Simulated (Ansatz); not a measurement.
| atom | x (Å) | y (Å) | z (Å) |
| --- | --- | --- | --- |
| C | 0.0095 | -0.0221 | -0.8034 |
| C | 0.0330 | -0.0221 | 0.7899 |
| H | -0.0065 | -0.9748 | -1.1584 |
| H | -0.8928 | 0.5155 | -1.1156 |
| H | 0.8813 | 0.5612 | -1.1719 |
| H | -0.0147 | 1.0278 | 1.2128 |
| H | -0.9313 | -0.5094 | 1.1877 |
| H | 0.8981 | -0.5601 | 1.1574 |

Basis set: cc-pVDZ (spherical functions). Frozen core: 2 orbitals. Charge 0, multiplicity 1.

Computed with Ansatz (development build ahead of 0.2.0); each method stands on the lowest determinant of its kind that the runs found. Restricted open shells among the atoms or ions are ROHF, correlated in semicanonical orbitals with singles.

The atomization energy at this shape (free ground-state atoms in the same class of orbitals less the molecule, no zero-point energy) of singlet C₂H₆:

| method | atomization energy |
| --- | --- |
| RHF | 23.48 eV |

**Question.** What does RHF-MP2 give?

**Answer.** 28.71 eV. Caution: the shape is not the minimum.
